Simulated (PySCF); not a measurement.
From computed data to an observable: oscillator strength and radiative lifetime

Zn(SeH)(GeH3) (GeH4SeZn), SMILES [SeH][Zn][GeH3].

The structure is a stationary point at B3LYP-D3(BJ)/def2-SVP. The structure was generated by enumeration; whether it is a known compound was not checked. Other conformers were not sampled.

TDA-B3LYP/def2-SVPD (PySCF) puts the first singlet state with f over 0.02 at 4.59 eV (vertical), with the transition dipole (0.021, 0.422, 0.318) in atomic units.

Question: Find the oscillator strength, the wavelength and the radiative lifetime that this transition would have in vacuum if emission retraced absorption.

Answer: 
|μ|² = 0.2796 au, so |μ| = 1.34 D. ΔE = 4.59/27.211 = 0.1687 hartree. f = (2/3) ΔE |μ|² = 0.031 (the program prints 0.032).
λ = 1239.84/4.59 = 270 nm; ν = 37021 cm⁻¹.
Einstein's coefficient A = 0.6670 ν² f s⁻¹ (ν in cm⁻¹) = 2.9e7 s⁻¹, so τ = 1/A = 35 ns. This state is S2; the lower singlet has f = 0.000. The figure is the radiative limit of this one transition; relaxation, internal conversion, crossing to triplets and a medium change what is measured.
